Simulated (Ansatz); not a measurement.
`C=C([SiH3])[SiH2]C`, relaxed with RKS PBE0-D4/def2-TZVP in the Gaussian-basis code of Ansatz from a PBE-D4/def2-SVP geometry. The force threshold is 0.005 eV/Å; the program also tests the step.

Total charge 0; spin multiplicity 1.

Start:

```xyz
15

C     0.447    1.048    1.811
C     0.506    0.326    0.665
Si    1.464   -1.298    0.630
Si   -0.380    0.941   -0.888
C    -1.719   -0.280   -1.437
H     0.944    0.723    2.745
H    -0.099    2.008    1.874
H     2.575   -1.239   -0.388
H     2.048   -1.580    1.991
H     0.563   -2.442    0.235
H    -0.983    2.289   -0.583
H     0.623    1.104   -2.003
H    -2.470   -0.424   -0.634
H    -2.241    0.091   -2.342
H    -1.278   -1.269   -1.676
```

```
        step  energy (eV)  largest force (eV/Å)  largest move (Å)
           1  -19020.0173                 0.502             0.000
           2  -19020.0776                 0.133             0.037
           3  -19020.0819                 0.082             0.019
           4  -19020.0820                 0.080             0.016
5 (rejected)  -19020.0805                 0.181             0.037
           6  -19020.0828                 0.026             0.018
           7  -19020.0830                 0.005             0.019
           8  -19020.0830                 0.002             0.006
           9  -19020.0830                 0.003             0.012
          10  -19020.0831                 0.003             0.006
          11  -19020.0831                 0.005             0.019
```

End:

```xyz
15

C     0.456    1.034    1.780
C     0.499    0.315    0.653
Si    1.442   -1.293    0.638
Si   -0.388    0.936   -0.870
C    -1.693   -0.276   -1.441
H     0.952    0.717    2.696
H    -0.077    1.982    1.842
H     2.512   -1.265   -0.396
H     2.052   -1.528    1.975
H     0.539   -2.430    0.308
H    -1.003    2.253   -0.538
H     0.602    1.138   -1.967
H    -2.434   -0.446   -0.656
H    -2.211    0.101   -2.326
H    -1.246   -1.240   -1.698
```

Run time 46 s (4 threads of an Arm Neoverse V2 on a shared host); peak host memory 0.69 GiB.
